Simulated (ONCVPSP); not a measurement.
# Cutoff test, tungsten (W), ONCV

```json
{"Element": "tungsten (W)", "Generator": "ONCVPSP 4.0.1", "Type": "optimised norm-conserving Vanderbilt (ONCV)", "Functional": "PBE", "Relativity": "scalar-relativistic", "Frozen core": "[Xe] 4f14", "Valence charge": "6", "Reference configuration": "5d4 6s2", "Partial waves": "6s: rc 2.95 bohr, ncon 3, nbas 7, qcut 2.6 1/bohr, 3 projectors, debl 3.5 Ha; p scattering state at 0.41 Ha: rc 2.60 bohr, ncon 4, nbas 8, qcut 3.6 1/bohr, 2 projectors, debl 3.4 Ha; 5d: rc 1.90 bohr, ncon 4, nbas 7, qcut 4.4 1/bohr, 2 projectors, debl 3.6 Ha", "Local potential": "polynomial inside 1.45 bohr (lpopt 5, dvloc0 0 Ha)", "Core correction": "Teter function, fcfact 2.75, rcfact 1.65"}
```

In the p channel the program set the typed energies aside and used 0.050, 3.450 Ha.

Q: For each optimised wave give the share of its norm inside rc, the residual kinetic energy above qcut (Ha) and the cutoffs (Ha) for errors of 10, 1, 0.1 and 0.01 mHa per electron.

A:

```tsv
wave	norm inside rc	residual KE	10 mHa	1 mHa	0.1 mHa	0.01 mHa
6s	0.476	2.1e-04	1.7	2.7	5.4	17.3
s projector 2	0.198	2.6e-01	19.2	30.1	61.0	not reached
s projector 3	0.131	1.2e+00	15.2	23.0	27.7	63.4
p projector 1	0.212	4.3e-04	1.1	5.0	24.9	31.6
p projector 2	0.124	3.1e-02	22.1	39.1	50.0	71.3
5d	0.517	1.2e-02	9.9	33.0	45.6	53.1
d projector 2	0.160	7.0e-02	12.4	24.4	42.9	51.6
```

The occupied waves need 33 Ha and 46 Ha for 1 and 0.1 mHa. Note: no bound ghost flagged; GHOST(+) flagged for p at 30.5 eV, s at 57.8 eV, d at 182.4 eV, s at 227.7 eV. Its largest configuration-test error is -631 meV.
